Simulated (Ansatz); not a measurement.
The cluster SnGe6. Total charge 0; singlet. Geometry PBE-D4/def2-SVP, basis def2-TZVP, Ansatz.

```xyz
7

Sn    1.1437    1.2794    0.5776
Ge    1.0536    0.1172   -2.4957
Ge   -2.1314    1.5470    0.6447
Ge   -1.0583   -0.4917    1.4402
Ge    0.9876   -1.7651    1.8057
Ge   -1.0149    0.7370   -1.3650
Ge    1.0196   -1.4238   -0.6075
```

```tsv
run	HOMO (eV)	LUMO (eV)
A	-5.99	-2.40
B	-5.30	-2.97
C	-5.53	-3.01
D	-7.83	-0.74
```

In the def2 sets Sn takes a core potential; there is no spin–orbit coupling. LC-ωPBE has ω = 0.4 bohr⁻¹. Another isomer (singlet) lies 0.84 eV lower at PBE0-D4/def2-TZVP; other spin states weren't run for this one.

**Question.** The runs used LC-ωPBE, PBE, PBE0, r2SCAN. Estimate which is which.

**Answer.** A PBE0 (25 % exact exchange); B PBE (0 % exact exchange); C r2SCAN (0 % exact exchange); D LC-ωPBE (range-separated). Exact exchange lowers occupied and raises empty levels; among semilocal functionals meta-GGAs tend to open the gap a little, and such runs are hard to tell apart. The gap grows from 2.34 eV (PBE) to 7.08 eV (LC-ωPBE).
